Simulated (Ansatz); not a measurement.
Molecule: LuF (charge 0, singlet). 
Coordinates optimised at B3LYP-D3(BJ)/def2-TZVP (Ansatz, a quantum-chemistry and plane-wave program):
```
Lu
F 1 1.9192
```

Property: vertical electron affinity (to the doublet state of charge -1; a negative value means that the extra electron is unbound and the number depends on the basis; each state is the SCF solution reached for its spin; for the singlet the Hartree-Fock reference is unstable and T1 is 0.016), in eV. UHF or UKS for open shells. No spin-orbit coupling. Past Kr the def2 sets carry scalar-relativistic core potentials. Anions need diffuse functions: the other sets have none. 

```json
[
 {"level": "SVWN5/def2-TZVP", "program": "Ansatz", "vertical electron affinity (eV)": "-0.05"},
 {"level": "r2SCAN/def2-TZVP", "program": "Ansatz", "vertical electron affinity (eV)": "0.10"},
 {"level": "B3LYP/def2-TZVP", "program": "Ansatz", "vertical electron affinity (eV)": "-0.11"},
 {"level": "PBE0/def2-TZVP", "program": "Ansatz", "vertical electron affinity (eV)": "0.00"},
 {"level": "wB97M-V/def2-TZVP", "program": "Ansatz", "vertical electron affinity (eV)": "-0.33"},
 {"level": "wB97X-V/def2-TZVP", "program": "Ansatz", "vertical electron affinity (eV)": "-0.17"}
]
```
